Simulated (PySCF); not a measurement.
diiodomethane (CH2I2), SMILES ICI.

Coordinates come from a PBE0-D3(BJ)/def2-SVP optimisation. The def2 effective core potentials stand for the cores of I; spin–orbit coupling is left out.

Calculation: M06-2X/def2-TZVPD in PySCF.

The molecule is in vacuum.

**Question.** Estimate the frontier levels, gap, dipole moment and polarisability. (The exact figures need the calculation; the answer reports its results.)

**Answer.** 
The highest occupied level is -8.52 eV and the lowest empty level comes out as -1.24 eV. The orbital gap is 7.28 eV and the dipole moment comes out as 1.15 D. The quadrupole, principal values (traceless, Buckingham form, about the centre of nuclear charge) is -1.75, -0.87, 2.62 D·Å and the mean static polarisability is 83.4 bohr³ (12.36 Å³). The polarisability, principal values is 65.9, 70.6, 113.8 bohr³.
